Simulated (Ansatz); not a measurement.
An input meant for [Co(H2O)6]2+ (CoO₆H₁₂²⁺) (charge 2, quartet).

```yaml
crystal:
  periodic: [false, false, false]
  atoms:
    - {symbol: Co, position_ang: [0.001211, -0.000004, 0.001915]}
    - {symbol: O, position_ang: [0.092797, 0.139719, 2.080620]}
    - {symbol: H, position_ang: [-0.148860, 0.923200, 2.600172]}
    - {symbol: H, position_ang: [0.246598, -0.576272, 2.718108]}
    - {symbol: O, position_ang: [-0.092450, -0.140142, -2.078389]}
    - {symbol: H, position_ang: [0.152479, -0.922124, -2.598637]}
    - {symbol: H, position_ang: [-0.240712, 0.577579, -2.714955]}
    - {symbol: O, position_ang: [2.084547, 0.076627, 0.016707]}
    - {symbol: H, position_ang: [2.627798, 0.340221, 0.776839]}
    - {symbol: H, position_ang: [2.690398, -0.012404, -0.736441]}
    - {symbol: O, position_ang: [-2.083483, -0.077444, -0.018854]}
    - {symbol: H, position_ang: [-2.696492, 0.009590, 0.728641]}
    - {symbol: H, position_ang: [-2.619153, -0.335863, -0.785912]}
    - {symbol: O, position_ang: [-0.185719, 2.076552, -0.024139]}
    - {symbol: H, position_ang: [0.517311, 2.742438, 0.042567]}
    - {symbol: H, position_ang: [-1.002892, 2.559365, -0.227192]}
    - {symbol: O, position_ang: [0.183738, -2.077160, 0.026961]}
    - {symbol: H, position_ang: [-0.524762, -2.737574, -0.036072]}
    - {symbol: H, position_ang: [0.997646, -2.566311, 0.228064]}
basis:
  gaussian: {orbitals: def2-SVPD}
total_charge: 2
magnetization: {spin_polarized: true, initial_magnetization: 9}
hamiltonian: {xc: {name: revPBE}, dispersion: d3bjatm}
scf: {omitted_lower_state_checks: [starts]}
output: {forces: true}
```

```sh
$ ansatz run in.yaml --threads 4 --pin off --events-out ev --progress --plain --max-ram 9574MiB
```

Output, abridged:

```
Functional definition: revPBE
2263 factors; their error is unknown
mean field evaluation 1: about -50011.7103 eV, gradient 1.0e2 eV
mean field evaluation 2: about -49863.7092 eV, gradient 2.2e2 eV
mean field evaluation 4: about -50038.5312 eV, gradient 5.5e1 eV
mean field evaluation 8: about -50038.5343 eV, gradient 5.5e1 eV
mean field evaluation 16: about -50050.4344 eV, gradient 1.2e-2 eV
mean field -50050.43440421 eV, -1839.3195389519 hartree, gradient 2.9e-6 eV, S^2 24.758684; 0 other end points of the search recorded, 0 dependent functions left out
reference -50050.43451191 eV, -1839.3195429097 hartree; 47, 38 occupied and 221, 230 virtual orbitals, 2263 factors
Total energy: -50051.30190485 eV, -1839.3514190125 hartree
Atom 0 at     0.001211    -0.000004     0.001915 Å, force    -0.007485    -0.004101     0.008325 eV/Å
Atom 1 at     0.092797     0.139719     2.080620 Å, force     0.157780    -0.304397    -2.787284 eV/Å
Atom 2 at    -0.148860     0.923200     2.600172 Å, force    -0.943581     2.971883     1.562418 eV/Å
Atom 3 at     0.246598    -0.576272     2.718108 Å, force     0.667127    -2.697107     1.948407 eV/Å
Atom 4 at    -0.092450    -0.140142    -2.078389 Å, force    -0.169057     0.294532     2.780882 eV/Å
Atom 5 at     0.152479    -0.922124    -2.598637 Å, force     0.951318    -2.964249    -1.562300 eV/Å
Atom 6 at    -0.240712     0.577579    -2.714955 Å, force    -0.653928     2.700370    -1.947256 eV/Å
Atom 7 at     2.084547     0.076627     0.016707 Å, force    -2.694481    -0.584297    -0.140656 eV/Å
Atom 8 at     2.627798     0.340221     0.776839 Å, force     1.605499     0.933773     2.861972 eV/Å
Atom 9 at     2.690398    -0.012404    -0.736441 Å, force     1.656309    -0.338698    -2.808168 eV/Å
Atom 10 at    -2.083483    -0.077444    -0.018854 Å, force     2.700828     0.585809     0.179009 eV/Å
Atom 11 at    -2.696492     0.009590     0.728641 Å, force    -1.676379     0.323547     2.786128 eV/Å
Atom 12 at    -2.619153    -0.335863    -0.785912 Å, force    -1.590648    -0.918271    -2.881327 eV/Å
Atom 13 at    -0.185719     2.076552    -0.024139 Å, force     0.134220    -0.760830    -0.128318 eV/Å
Atom 14 at     0.517311     2.742438     0.042567 Å, force     1.050200     0.683575     0.183621 eV/Å
Atom 15 at    -1.002892     2.559365    -0.227192 Å, force    -1.170301     0.436109    -0.190988 eV/Å
Atom 16 at     0.183738    -2.077160     0.026961 Å, force    -0.133930     0.757137     0.125651 eV/Å
Atom 17 at    -0.524762    -2.737574    -0.036072 Å, force    -1.050532    -0.676540    -0.178265 eV/Å
Atom 18 at     0.997646    -2.566311     0.228064 Å, force     1.167041    -0.438243     0.188151 eV/Å
Dipole moment:    -0.002423    -0.000793     0.000505 e Å
Checks for a lower state left out: starts
```

Problem. What is wrong with this run?

Solution. The spin is set far too high (9 unpaired electrons typed, 3 in the quartet as meant). Self-consistency was reached. The result belongs to that input, not to the species as meant.
